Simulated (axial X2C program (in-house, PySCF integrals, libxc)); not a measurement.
# Correcting the dissociation energy of TeCl for spin–orbit coupling

A spin-free PBE0 curve (one-electron X2C) was computed with an in-house relativistic program for diatomic molecules, basis Te dyall-cv3z [11s12p8d4f1g], Cl dyall-av3z [9s8p3d2f] (cores contracted in-house), for the state M_S = 1/2, Λ = 1 (beyond evenly filled blocks: π+α, π+β, π-α). It gives D0 = 2.733 eV to Te + Cl, which in a spin-free picture are the weighted means of the ground terms.

Measured levels of the ground terms (NIST Handbook of Basic Atomic Spectroscopic Data), in cm⁻¹: Te 3P: J = 2 at 0, J = 0 at 4706.5, J = 1 at 4750.7; Cl 2P: J = 3/2 at 0, J = 1/2 at 882.4.

The two components of the molecular doublet are 4170 cm⁻¹ apart in the PBE0 2c search (Ω = 3/2 lower), so the lower one lies 2085 cm⁻¹ under their mean.

How far does each ground level lie under the (2J+1)-weighted mean of its term?

Te: (5 × 0 + 1 × 4706.5 + 3 × 4750.7)/9 = 2107 cm⁻¹; Cl: (4 × 0 + 2 × 882.4)/6 = 294 cm⁻¹.

Correct D0.

D0 = 2.733 + (2085 − 2401)/8065.5 = 2.694 eV at PBE0 with these spin–orbit terms.

Second-order spin–orbit effects in the molecule, which grow quickly with Z, are left out. The state is one determinant whose occupation by symmetry is held fixed; it was picked as the lowest of a PBE0 search that is not exhaustive. De is counted from the lowest determinant-based energies of the atoms at the same level, without counterpoise correction. Without a current term, density functionals place determinants with orbital angular momentum somewhat too high.
